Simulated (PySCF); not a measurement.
Fill in the blanks.

Compound: C₇H₅F₂N.
SMILES: `C#Cc1c(F)c(F)cn1C`

```json
{"property": "rotational constants A, B, C of the GFN2-xTB geometry", "level": "GFN2-xTB", "value": "2.038, 1.174, 0.748 GHz"}
{"property": "dipole moment", "level": "PBE0/pcSseg-1", "value": "4.42 D"}
{"property": "HOMO energy", "level": "PBE0/pcSseg-1", "value": "-6.35 eV"}
{"property": "LUMO energy", "level": "PBE0/pcSseg-1", "value": "?"}
{"property": "13C chemical shifts (computed TMS as zero) by class", "level": "GIAO PBE0/pcSseg-1", "value": "?"}
{"property": "1H chemical shifts (computed TMS as zero) by class", "level": "GIAO PBE0/pcSseg-1", "value": "?"}
{"property": "isotropic shieldings of nuclei other than C and H, by class", "level": "GIAO PBE0/pcSseg-1", "value": "116 (1 N), 348 (1 F), 362 (1 F) ppm"}
```

The electronic properties come from PySCF, for the isolated species, density fitting. NMR classes are plain means over equivalent atoms (diastereotopic ones count apart unless rotation or inversion swaps them), as if these changed places fast; in this geometry the members of some classes differ.

Q: Give the 1H chemical shifts (computed TMS as zero) by class.

A: 6.23 (1 H), 3.66 (3 H), 3.34 (1 H) ppm.

Q: What are the 13C chemical shifts (computed TMS as zero) by class?

A: 153.9 (1 C), 146.9 (1 C), 110.3 (1 C), 103.4 (1 C), 96.4 (1 C), 76.3 (1 C), 36.3 (1 C) ppm.

Q: What is the LUMO energy?

A: -0.55 eV.

The dipole matches unit charges of opposite sign 0.92 Å apart (1 e·Å = 4.8032 D). The rotational constants make it an asymmetric top with κ = (2B − A − C)/(A − C) = -0.34, nearer the prolate limit (−1). With B = h/(8π²I), that is 505.379 GHz u Å² over I, the principal moments of inertia are 248.0, 430.5 and 675.3 u Å² (most abundant isotopes); the inertial defect Ic − Ia − Ib is -3.2 u Å² (zero for a rigid planar frame, negative otherwise).
